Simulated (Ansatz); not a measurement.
Ideal-gas functions of `[SH][Cd][Cl]` at 800 K and 1 bar, from an Ansatz frequency run at PBE0-D4/def2-TZVP.

Molar mass 180.94 g/mol, point group Cs (symmetry number 1), electronic degeneracy 1, moments of inertia 1.758, 362.895, 364.653 u Å². Harmonic wavenumbers (cm⁻¹, unscaled): 85, 88, 319, 408, 665, 2705.

Use S(trans) = R[1.5 ln M + 2.5 ln T − 1.1517]; rotational temperatures θ = 24.2544 K / I; S(rot) = R[ln(√π/σ · √(T³/θAθBθC)) + 1.5]; for each mode x = 1.438777 ν̃/T, S = R[x/(eˣ − 1) − ln(1 − e⁻ˣ)] and H = RT x/(eˣ − 1); 1 cm⁻¹ = 0.0119627 kJ/mol; R = 8.31446 J/(mol·K).

Problem. By hand: the entropy, in J/(mol·K).

Solution. Translation 194.2. Rotation: θ = 13.7966, 0.0668, 0.0665 K, giving 112.2. Vibration, mode by mode: 23.94, 23.65, 13.05, 11.07, 7.30, 0.38, in all 79.4. Electronic 0.0. Sum 385.8 J/(mol·K).

Problem. By hand: H − E and G − E in kJ/mol, counted from the electronic energy.

Solution. Zero-point energy ½ × 4270 × 0.0119627 = 25.5; thermal vibration 25.4; translation, rotation and pV give 4 RT = 26.6. H − E = 77.5 kJ/mol, and G − E = 77.5 − 800 × 385.8/1000 = -231.1 kJ/mol.

Vibration gives 21 % of the entropy, 47.6 J/(mol·K) of it from the modes under 150 cm⁻¹: soft modes count most, and the harmonic formula is weakest for them. The sum counts one conformer and one mirror image; others add a mixing term.
